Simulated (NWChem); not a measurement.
System: BHSeF$_{2}$; SMILES FB(F)[SeH]

The following NWChem deck was run.

```
start job
memory heap 200 mb stack 900 mb global 1100 mb
geometry units angstroms noautoz
  B      0.004712    -0.949131     0.000000
  F      1.135949    -1.623834     0.000000
  F     -1.127155    -1.623429     0.000000
  Se     0.060067     0.989898     0.000000
  H     -1.403691     1.115291     0.000000
end
basis spherical
  * library def2-svp
end
dft
  xc mpw1k
  iterations 150
  mulliken
end
task dft energy
```

Output (shortened):

```
             Northwest Computational Chemistry Package (NWChem) 7.3.0
             --------------------------------------------------------

 CS  symmetry detected

                             Geometry "geometry" -> ""
                             -------------------------

 Output coordinates in angstroms (scale by  1.889725989 to convert to a.u.)

  No.       Tag          Charge          X              Y              Z
 ---- ---------------- ---------- -------------- -------------- --------------
    1 B                    5.0000     0.01006901    -0.96291908     0.00000000
    2 F                    9.0000     1.15381307    -1.61619607     0.00000000
    3 F                    9.0000    -1.10889712    -1.65841566     0.00000000
    4 Se                  34.0000     0.02889347     0.97680855     0.00000000
    5 H                    1.0000    -1.43696660     1.07461010     0.00000000

 Effective nuclear repulsion energy (a.u.)     231.4828772740

      Symmetry information
      --------------------

 Group name             Cs
 Group number              2
 Group order               2
 No. of unique centers     5

                                 NWChem DFT Module
                                 -----------------

 Summary of "ao basis" -> "ao basis" (spherical)
 ------------------------------------------------------------------------------
       Tag                 Description            Shells   Functions and Types
 ---------------- ------------------------------  ------  ---------------------
 B                          def2-svp                 6       14   3s2p1d
 F                          def2-svp                 6       14   3s2p1d
 Se                         def2-svp                12       32   5s4p3d
 H                          def2-svp                 3        5   2s1p

      Symmetry analysis of basis
      --------------------------

        a'         56
        a"         23

            General Information
            -------------------
          SCF calculation type: DFT
          Wavefunction type:  closed shell.
          No. of atoms     :     5
          No. of electrons :    58
           Alpha electrons :    29
            Beta electrons :    29
          Charge           :     0
          Spin multiplicity:     1
          Use of symmetry is: on ; symmetry adaption is: on
          Maximum number of iterations: 150
          AO basis - number of functions:    79
                     number of shells:    33
          Convergence on energy requested:  1.00D-06
          Convergence on density requested:  1.00D-05
          Convergence on gradient requested:  5.00D-04

              XC Information
              --------------
                        MPW1K Method XC Functional
                     Hartree-Fock (Exact) Exchange  0.428
                        mPW91  Exchange Functional  0.572
                Perdew 1991 Correlation Functional  1.000 non-local
            Perdew 1991 LDA Correlation Functional  1.000 local

             Grid Information
             ----------------
          Grid used for XC integration:  medium
          Radial quadrature: Mura-Knowles
          Angular quadrature: Lebedev.
          Tag              B.-S. Rad. Rad. Pts. Rad. Cut. Ang. Pts.
          ---              ---------- --------- --------- ---------
          B                   0.85       49           8.0       434
          F                   0.50       49          10.0       434
          Se                  1.15      112           8.0       590
          H                   0.35       45           9.0       434
          Grid pruning is: on
          Number of quadrature shells:   304
          Spatial weights used:  Erf1

      Superposition of Atomic Density Guess
      -------------------------------------

 Sum of atomic energies:       -2623.10008165

      Non-variational initial energy
      ------------------------------

 Total energy =   -2624.128001
 1-e energy   =   -4115.143404
 2-e energy   =    1259.532525
 HOMO         =      -0.308930
 LUMO         =       0.076247

      Symmetry analysis of molecular orbitals - initial
      -------------------------------------------------

  Numbering of irreducible representations:

     1 a'          2 a"

  Orbital symmetries:

     1 a'          2 a'          3 a'          4 a'          5 a"
     6 a'          7 a'          8 a'          9 a'         10 a'
    11 a'         12 a"         13 a'         14 a'         15 a"
    16 a'         17 a"         18 a'         19 a'         20 a'
    21 a'         22 a'         23 a'         24 a"         25 a"
    26 a'         27 a'         28 a'         29 a"         30 a'
    31 a"         32 a'         33 a'         34 a'         35 a'
    36 a"         37 a'         38 a'         39 a'

     ---------------------------------------------
      Total Density - Mulliken Population Analysis
     ---------------------------------------------

    Atom       Charge   Shell Charges
 -----------   ------   -------------------------------------------------------
    1 B    5     4.16   1.99  0.73  0.10  0.97  0.18  0.18
    2 F    9     9.36   1.99  1.15  0.72  3.50  1.99  0.00
    3 F    9     9.35   1.99  1.15  0.72  3.50  1.99  0.00
    4 Se  34    34.31   2.00  2.00  2.00  1.32  0.52  6.00  5.98  1.96  2.50  8.20  1.76  0.08
    5 H    1     0.82   0.57  0.23  0.02

   convergence    iter        energy       DeltaE   RMS-Dens  Diis-err
 ---------------- ----- ----------------- --------- --------- ---------
 d= 0,ls=0.0,diis     1  -2626.3738951269 -2.86D+03  1.25D-02  6.57D-01
 d= 0,ls=0.0,diis     2  -2626.3960917699 -2.22D-02  5.37D-03  6.79D-01
 d= 0,ls=0.0,diis     3  -2626.4550579866 -5.90D-02  7.56D-04  7.11D-03
 d= 0,ls=0.0,diis     4  -2626.4556358032 -5.78D-04  2.52D-04  5.97D-04
 d= 0,ls=0.0,diis     5  -2626.4557026315 -6.68D-05  8.56D-05  4.26D-05
  Resetting Diis
 d= 0,ls=0.0,diis     6  -2626.4557084105 -5.78D-06  1.32D-05  2.64D-06
 d= 0,ls=0.0,diis     7  -2626.4557086264 -2.16D-07  5.37D-06  1.17D-07

         Total DFT energy =    -2626.455708626440
      One electron energy =    -4117.075850058854
           Coulomb energy =     1371.869520835746
    Exchange-Corr. energy =     -112.732256677321
 Nuclear repulsion energy =      231.482877273989

 Numeric. integr. density =       58.000011872188

                  Occupations of the irreducible representations
                  ----------------------------------------------

                     irrep           alpha         beta
                     --------     --------     --------
                     a'               22.0         22.0
                     a"                7.0          7.0

                       DFT Final Molecular Orbital Analysis
                       ------------------------------------

 Vector   27  Occ=2.000000D+00  E=-4.584852D-01  Symmetry=a'
              MO Center= -1.9D-01,  3.9D-01,  1.2D-14, r^2= 2.7D+00
   Bfn.  Coefficient  Atom+Function         Bfn.  Coefficient  Atom+Function
  ----- ------------  ---------------      ----- ------------  ---------------
    75     -0.341522  5 H  s                 54      0.323347  4 Se px
    19      0.287427  2 F  py                57      0.236699  4 Se px
    51     -0.207323  4 Se px                22     -0.193262  2 F  py
    55     -0.179246  4 Se py                 5     -0.166674  1 B  py
    47      0.163169  4 Se s                 76     -0.159555  5 H  s

 Vector   28  Occ=2.000000D+00  E=-3.947028D-01  Symmetry=a'
              MO Center=  1.9D-02,  6.9D-01, -3.4D-16, r^2= 2.4D+00
   Bfn.  Coefficient  Atom+Function         Bfn.  Coefficient  Atom+Function
  ----- ------------  ---------------      ----- ------------  ---------------
    58      0.370211  4 Se py                55      0.367027  4 Se py
    46      0.279331  4 Se s                  5      0.238717  1 B  py
    52     -0.235593  4 Se py                54      0.221179  4 Se px
    33     -0.213098  3 F  py                57      0.211496  4 Se px
    45     -0.183297  4 Se s                  2     -0.167402  1 B  s

 Vector   29  Occ=2.000000D+00  E=-3.183819D-01  Symmetry=a"
              MO Center=  4.4D-03,  7.8D-01, -9.2D-16, r^2= 2.0D+00
   Bfn.  Coefficient  Atom+Function         Bfn.  Coefficient  Atom+Function
  ----- ------------  ---------------      ----- ------------  ---------------
    59      0.584043  4 Se pz                56      0.492151  4 Se pz
    53     -0.312489  4 Se pz                 6     -0.122131  1 B  pz
    50      0.101303  4 Se pz                20      0.093083  2 F  pz
    34      0.090109  3 F  pz                23     -0.074453  2 F  pz
    37     -0.071733  3 F  pz                 9      0.045078  1 B  pz

 Vector   30  Occ=0.000000D+00  E= 2.840524D-02  Symmetry=a'
              MO Center= -6.5D-01,  9.4D-01,  8.6D-16, r^2= 3.2D+00
   Bfn.  Coefficient  Atom+Function         Bfn.  Coefficient  Atom+Function
  ----- ------------  ---------------      ----- ------------  ---------------
    76      1.264808  5 H  s                 57      0.928437  4 Se px
    47     -0.690287  4 Se s                 75      0.315965  5 H  s
    54      0.272581  4 Se px                58     -0.199467  4 Se py
    46     -0.195756  4 Se s                  2     -0.185893  1 B  s
    51     -0.183610  4 Se px                45      0.135610  4 Se s

[...]
```

Level: MPW1K/def2-SVP. Geometry: optimised at PBE0/def2-SVP.
